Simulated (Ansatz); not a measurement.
`BC[SiH2]Cl` + H–F → `BC[SiH2]F` + HCl at 600 K and 1 bar (ligand exchange at the Si–Cl bond).

Gas-phase electronic energies from Ansatz, PBE0-D4/def2-TZVP geometries. CCSD(T)/CBS adds triple-zeta CCSD(T) − MP2 to the extrapolated MP2 energy (def2 sets, frozen cores). This one scheme is used for every species. Each species was taken in one conformer, which may not be the lowest.

```
     species  CCSD(T)/CBS energy (Eh)  H − E (kJ/mol)  S (J/(mol·K))
`BC[SiH2]Cl`               -815.35378           232.4          422.2
         H–F               -100.39570            42.3          194.0
 `BC[SiH2]F`               -455.38132           233.8          407.8
         HCl               -460.38127            35.4          207.2
```

H − E and S are ideal-gas, rigid-rotor, harmonic terms from PBE0-D4/def2-TZVP, for one conformer and one mirror image of each species. 1 Eh = 2625.50 kJ/mol, R = 8.31446 J/(mol·K).

**Question.** By hand: ΔE, ΔH, ΔS and ΔG.

**Answer.** ΔE = (-455.38132) + (-460.38127) − (-815.35378) − (-100.39570) = -0.01311 Eh = -34.4 kJ/mol. Δ(H − E) = 233.8 + 35.4 − 232.4 − 42.3 = -5.5, so ΔH = -39.9 kJ/mol. ΔS = 407.8 + 207.2 − 422.2 − 194.0 = -1.2 J/(mol·K). ΔG = -39.9 − 600 × (-1.2)/1000 = -39.2 kJ/mol.

**Question.** By hand: the equilibrium constant, and the temperature at which ΔG would vanish if ΔH and ΔS stayed fixed.

**Answer.** log₁₀ K = −ΔG/(RT ln 10) = 3.4. ΔG = 0 at ΔH/ΔS = 33250 K, far beyond where these terms or the molecules hold.

The number of gas molecules stays the same, so ΔS is small and ΔH decides. A doubt of 5 kJ/mol in ΔE shifts log₁₀ K by 0.4 here. Other conformers and mirror images would add mixing entropy, several J/(mol·K) or more a flexible species. Modes under 60 cm⁻¹, often nearly free rotors, make the harmonic entropy too high. These are equilibria of isolated gas molecules and say nothing of rates. Largest T1 diagnostic: 0.011 (customary marks: 0.02 for closed shells, 0.045 for open ones).
